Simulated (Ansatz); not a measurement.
Geometry optimisation, Ansatz, RKS PBE0-D4/6-31G*.

Input:

```yaml
crystal:
  periodic: [false, false, false]
  atoms:
    - { symbol: B, position_ang: [-0.72791, 0.79398, -1.44403] }
    - { symbol: C, position_ang: [0.06397, 0.4681, -0.36934] }
    - { symbol: O, position_ang: [1.25848, 1.00117, 0.28232] }
    - { symbol: Si, position_ang: [-0.62817, -1.02612, 0.71096] }
    - { symbol: H, position_ang: [-1.51453, 0.86883, -2.2689] }
    - { symbol: H, position_ang: [1.29397, 0.70734, 1.21541] }
    - { symbol: H, position_ang: [1.23998, 1.98266, 0.22895] }
    - { symbol: H, position_ang: [-1.67038, -1.71788, -0.0184] }
    - { symbol: H, position_ang: [-0.99798, -0.41381, 1.98351] }
    - { symbol: H, position_ang: [0.64251, -1.76824, 0.85303] }
total_charge: 1
basis:
  gaussian: { orbitals: "6-31G*" }
hamiltonian:
  xc: pbe0
  dispersion: d4
relax:
  f_tol: 0.015
  max_steps: 40
```

Launched with:

```bash
$ ansatz run input.yaml --threads 1 --pin off --max-ram 2048MiB --backend cpu --events-out ev --progress --plain --runs-dir out
```

**Question.** Where does it end, and by what steps?

**Answer.** The run converged. The force dipped under the threshold on the way, but the program's further checks kept it going. Limits of this set-up: the dipole of an ion depends on the origin. After 26 steps the energy has fallen by 0.823 eV; H6 moved furthest, 1.34 Å. Joined: B1–Si4, B1–H8.

| step | energy less start (eV) | largest force component (eV/Å) | accepted |
| --- | --- | --- | --- |
| 0 | 0.0000 | 1.337 | yes |
| 1 | -0.1671 | 0.851 | yes |
| 2 | -0.2418 | 0.548 | yes |
| 3 | -0.2754 | 0.544 | yes |
| 4 | -0.2943 | 0.264 | yes |
| 5 | -0.3054 | 0.210 | yes |
| 6 | -0.3424 | 0.485 | yes |
| 7 | -0.4443 | 0.812 | yes |
| 8 | -0.5617 | 0.883 | yes |
| 9 | -0.6607 | 0.742 | yes |
| 10 | -0.6159 | 2.190 | no |
| 11 | -0.7672 | 0.314 | yes |
| 12 | -0.7945 | 0.208 | yes |
| 13 | -0.7900 | 0.572 | no |
| 14 | -0.8050 | 0.320 | yes |
| 15 | -0.8121 | 0.111 | yes |
| 16 | -0.8125 | 0.473 | yes |
| 17 | -0.7878 | 0.383 | no |
| 18 | -0.8171 | 0.130 | yes |
| 19 | -0.8192 | 0.162 | yes |
| 20 | -0.8212 | 0.099 | yes |
| 21 | -0.8210 | 0.236 | no |
| 22 | -0.8226 | 0.031 | yes |
| 23 | -0.8227 | 0.014 | yes |
| 24 | -0.8228 | 0.009 | yes |
| 25 | -0.8228 | 0.017 | yes |
| 26 | -0.8229 | 0.005 | yes |

```xyz
10
Properties=species:S:1:pos:R:3
B -0.842 0.318 -0.810
C 0.185 0.417 0.169
O 1.313 1.304 0.363
Si -0.422 -1.139 0.795
H -1.363 0.721 -1.796
H 1.127 2.022 1.005
H 1.633 1.692 -0.479
H -1.496 -0.799 -0.449
H -1.337 -1.193 1.954
H 0.162 -2.446 0.422
```

Whether the end is a true minimum wasn't checked by a vibrational analysis.

Time of the run: 79 s on 1 thread of Arm Neoverse V2, with other jobs on the host, peak memory 0.14 GiB.
